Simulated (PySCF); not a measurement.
# Solvent effects on NMR parameters

Mapped SMILES: `[CH:1]#[C:2][c:3]1[n:4][cH:5][cH:6][n:7]1[SiH2:8][O:9][CH3:10]` (H(Xn): hydrogen on atom n).

GIAO PBE0/pcSseg-1 in PySCF on one PBE0-D3(BJ)/def2-SVP conformer, non-relativistic, equivalent nuclei averaged. Solvents enter as an IEF-PCM continuum (tetrahydrofuran with ε = 7.4, acetone with ε = 20.5) around the gas-phase geometry. Shifts are referred to TMS computed in the same medium.

Gas phase, δ in ppm: C5 137.3, C3 134.0, C6 126.6, C1 87.6, C2 79.0, C10 52.5, Si8 -23.1, H(C5) 7.26, H(C6) 7.10, H(Si8) 5.42, H(C10) 3.84, H(C1) 3.23. Dipole moment 5.16 D.

(1) How does each δ change in the continuum?

(2) Which nuclei move most (in ppm), and what does the model miss?

Answers

(1) 
```csv
atoms,environment,"Δδ, tetrahydrofuran","Δδ, acetone"
C5,aromatic CH next to a ring nitrogen,-0.2,-0.2
C3,substituted aromatic carbon next to a ring nitrogen,+1.3,+1.5
C6,aromatic CH next to a ring nitrogen,+3.6,+4.2
C1,terminal alkyne carbon,+4.4,+5.3
C2,alkyne carbon,-0.6,-0.7
C10,methyl carbon bonded to O,+1.1,+1.3
Si8,"silicon bonded to N, O, 2 H",+0.7,+0.8
H(C5),hydrogen on an aromatic CH next to a ring nitrogen,+0.05,+0.06
H(C6),hydrogen on an aromatic CH next to a ring nitrogen,+0.29,+0.34
H(Si8),"hydrogen on a silicon bonded to N, O",+0.03,+0.04
H(C10),hydrogen on a methyl carbon bonded to O,+0.13,+0.15
H(C1),hydrogen on a terminal alkyne carbon,+0.53,+0.62
```

Changes are relative to the gas phase. The dipole moment becomes 6.29 D in tetrahydrofuran, 6.48 D in acetone.

(2) C1 (terminal alkyne carbon, +5.3 ppm) in acetone. A continuum only polarises the solute; specific hydrogen bonds, the anisotropy of aromatic solvents and changes of geometry or conformer are outside it.
